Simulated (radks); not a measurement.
Values are calculated unless marked as measured or tabulated.
Valence configurations of Ag II (all share [Kr]). Level of theory: scalar-relativistic Kohn-Sham, r2SCAN, spin-polarised, spherical densities, finite nucleus; open shells are filled with parallel spins first (spin-orbit coupling, left out, can overturn this in heavy ions); meta-GGA in the generalised Kohn-Sham scheme; Fermi nuclear charge, rms radius 4.5454 fm (a radial shooting solver on a logarithmic mesh with Libxc functionals). Energies are relative to 4d10; eigenvalues in eV for spin up.

| valence | E (eV) | moment (Bohr magnetons) | e(4d) | e(5p) | e(5s) |
|---|---|---|---|---|---|
| 4d10 | 0.000 | 0 | -15.788 | - | - |
| 4d9 5s1 | 5.209 | 2 | -20.102 | - | -13.516 |
| 4d9.5 5p0.5 | 5.256 | 1 | -18.700 | -7.167 | - |
| 4d9 5p1 | 11.028 | 2 | -21.535 | -8.348 | - |
| 4d8.5 5s1 5p0.5 | 11.159 | 3 | -22.964 | -8.710 | -15.040 |
| 4d8 5s2 | 13.036 | 2 | -24.476 | - | -14.666 |
| 4d8 5s1 5p1 | 17.644 | 4 | -25.799 | -9.764 | -16.433 |
| 4d8 5p2 | 24.223 | 4 | -27.100 | -10.417 | - |
| 4d7 5p3 | 39.706 | 6 | -32.614 | -12.166 | - |

NIST lists [Kr] 4d10 as the ground configuration; this level of theory agrees among the configurations tried. The energies are those of spherical high-spin densities, not of single terms.
